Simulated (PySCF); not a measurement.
Isomers of C5H5F2NO2, one conformer each; single-point electronic energies without zero-point terms and without any empirical dispersion term.

Level: B3LYP/def2-SVPD in PySCF, non-relativistic, each on one gas-phase PBE0-D3(BJ)/def2-SVP geometry that isn't relaxed in the solvent. The solvent is an IEF-PCM continuum (cavity from Bondi-type radii × 1.2). The model holds no explicit solvent molecules, cavitation or dispersion.

```json
{"isomer": "`CC(=O)COC(F)(F)C#N`", "relative energy, gas (kJ/mol)": "0.0", "dipole (D)": "6.07"}
{"isomer": "`CO/C=C(\\C#N)OC(F)F`", "relative energy, gas (kJ/mol)": "48.9", "dipole (D)": "5.07"}
{"isomer": "`N#C[C@]1(OC(F)F)CCO1`", "relative energy, gas (kJ/mol)": "57.3", "dipole (D)": "4.81"}
```

**Question.** How do the relative energies look in chloroform (ε = 4.711)?

**Answer.** 
```
                isomer  relative energy, solvent (kJ/mol)  E(solvent) − E(gas) (kJ/mol)  dipole in solvent (D)
  `CC(=O)COC(F)(F)C#N`                                0.0                         -29.5                   7.31
  `CO/C=C(\C#N)OC(F)F`                               48.8                         -29.6                   6.19
`N#C[C@]1(OC(F)F)CCO1`                               60.9                         -26.0                   5.75
```

The order is unchanged. Conformers: `[CH3:1][C:2](=[O:3])[CH2:4][O:5][C:6]([F:7])([F:8])[C:9]#[N:10]` with C1–C2–C4–O5 -178°, C2–C4–O5–C6 94°, C4–O5–C6–F7 -51°; `[CH3:1][O:2]/[CH:3]=[C:4](\[C:5]#[N:6])[O:7][CH:8]([F:9])[F:10]` with C1–O2–C3–C4 177°, C3–C4–O7–C8 107°, C4–O7–C8–F9 170°; `[N:1]#[C:2][C@:3]1([O:4][CH:5]([F:6])[F:7])[CH2:8][CH2:9][O:10]1` with C2–C3–O4–C5 68°, C3–O4–C5–F6 157°. The gains span 3.6 kJ/mol, the gas-phase energies 57.3 kJ/mol.
